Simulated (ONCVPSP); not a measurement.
## Before and after: ONCV potential for thallium

Tl (Z = 81), optimised norm-conserving Vanderbilt (ONCV), made with ONCVPSP 4.0.1 (PBEsol, fully relativistic). Core [Kr] 4d10 4f14, reference 5s2 5p6 5d10 6s1.5 (charge +1.5). Waves: 5s+6s: rc 1.15 bohr, ncon 3, nbas 6, qcut 8.6 1/bohr, 2 projectors; 5p: rc 1.45 bohr, ncon 4, nbas 7, qcut 8.2 1/bohr, 2 projectors, debl 1.4 Ha; 5d: rc 1.40 bohr, ncon 4, nbas 8, qcut 7.5 1/bohr, 3 projectors, debl 1.6 Ha. Local part: polynomial inside 0.80 bohr (lpopt 5, dvloc0 4 Ha). Core correction: Teter function, fcfact 2.25, rcfact 1.25.

Open shells are filled in proportion to 2j + 1.

In the p channel the program set the typed energies aside and used -3.056, 0.250 Ha (j = l + 1/2; the other j can differ).

All-electron outer shells of the reference configuration (PBEsol, scalar-relativistic, ld1.x):

```
shell  level (eV)  outermost node (bohr)  outermost maximum (bohr)
   5s     -143.55                   0.46                      0.80
   4f     -126.58                      –                      0.36
   5p      -88.61                   0.50                      0.91
   5d      -27.88                   0.53                      1.11
   6s      -20.82                   1.04                      2.02
```

Change: scalar-relativistic. In the p channel the program set the typed energies aside and used -3.256, 0.250 Ha.

Cutoffs: the cutoffs (Ha) at which the residual kinetic energy of the hardest occupied pseudo-wave falls to 1 and 0.1 mHa per electron; they do not see the model core or the augmentation charge, which bear on the density cutoff. Errors are all-electron minus pseudo energies relative to the spin-unpolarised reference configuration.

Question: Predict the effect on cutoff, ghosts and configuration errors.

Answer: The potential gets neither clearly harder nor softer (34 Ha and 70 Ha → 34 Ha and 70 Ha); both files keep a bound ghost (s); of the 4 tests that both files solve, the error grows in 4 and shrinks in 0 by more than 15 % and 0.3 meV (median size 0.4 → 3.3 meV).

| quantity | base | changed |
| --- | --- | --- |
| cutoff, loose | 34 Ha | 34 Ha |
| cutoff, tight | 70 Ha | 70 Ha |
| loose cutoff by channel | s 34 Ha, p 26 Ha, d 24 Ha | s 34 Ha, p 25 Ha, d 23 Ha |
| bound ghosts | s | s |
| GHOST(+) flags under 300 eV | p3/2 at 204.9 eV | p at 215.3 eV |
| error for 5s2 5p6 5d10 6s2 6p1, meV [ΔE -14.55 → -14.44 eV] | -0.8 | +5.1 |
| error for 5s2 5p6 5d10 6s2, meV [ΔE -9.29 eV] | -0.5 | +2.7 |
| error for 5s2 5p6 5d10 6s1, meV [ΔE 11.55 eV] | +0.2 | -3.9 |
| error for 5s2 5p6 5d10 6s1 6p1, meV [ΔE -1.06 → -0.93 eV] | +0.2 | +1.8 |
| s: phases at 1.17 bohr within 0.05 rad from the reference energy up to (Ha; the scan ends near 5) | to the end of the scan | to the end of the scan |
| rms error of d²Exc/dni dnj with the model core, mHa | 6.14 | 2.53 |

 A true bound ghost makes a file unfit for plane-wave use even where its test errors are small: the radial tests pick states by their node count and pass the ghost by.
